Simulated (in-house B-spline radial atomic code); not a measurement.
**B97-1 excitations of neutral palladium**

Method: B97-1. Computed with an all-electron radial atomic-structure program (B-spline basis): linear response of the closed shell [Kr] 4d10 with the functional's adiabatic kernel; non-relativistic, point nucleus, no spin-orbit coupling, no double excitations, S, P, D and F terms only; shells from n = 2 respond. Only terms of natural parity with L up to 3 were computed.

Without relativity these are model numbers for so heavy an element.

Command:
```bash
python run_td.py task.json out
```
Settings (radii: box in bohr, nucleus in fm):
```
Z                        46
electrons                46
configuration            [Kr] 4d10
hamiltonian              nr
method                   b97_1
box_radius               75
intervals                61
```

Cost of the run: 6.2 s on 1 thread of Arm Neoverse N1 (shared host).

The lowest states, in the order of their Tamm-Dancoff energies; the method's threshold (minus the highest occupied level) is 5.230 eV. Labels give the largest channel, * marks a mixed state, and oscillator strengths are full-response dipole values. Semilocal kernels can invert the small singlet-triplet splittings of Rydberg terms. Energies in eV:

```tsv
state	full response	Tamm-Dancoff	oscillator strength
4d → 5s 3D	?	?	-
4d → 5s 1D	1.747	1.768	-
4d → 5p 3P	4.287	4.301	-
4d → 5p 1F	?	?	-
4d → 5p 3F	4.322	4.332	-
4d → 5p 1P	4.583	4.623	0.272
4d → 6s 3D	4.941	4.943	-
4d → 6s 1D	4.974	4.975	-
```

Q: Where does 4d → 5s 3D lie?

A: At 1.420 eV in full response, 1.446 eV in Tamm-Dancoff.

Q: Where does 4d → 5p 1F lie?

A: At 4.315 eV in full response, 4.318 eV in Tamm-Dancoff.

Q: How large is the singlet-triplet splitting of 4d → 5s (D terms) in Tamm-Dancoff?

A: 0.323 eV, from the unrounded values.

Q: What polarisabilities and dispersion coefficient does the method give?

A: Dipole 26 bohr³, quadrupole 382 bohr⁵, C6 183.9 hartree·bohr⁶ for two such species. Recommended dipole value: 26.14 ± 0.1 bohr³ (Schwerdtfeger and Nagle, table of static dipole polarizabilities (2023 update)), which includes relativity and correlation.
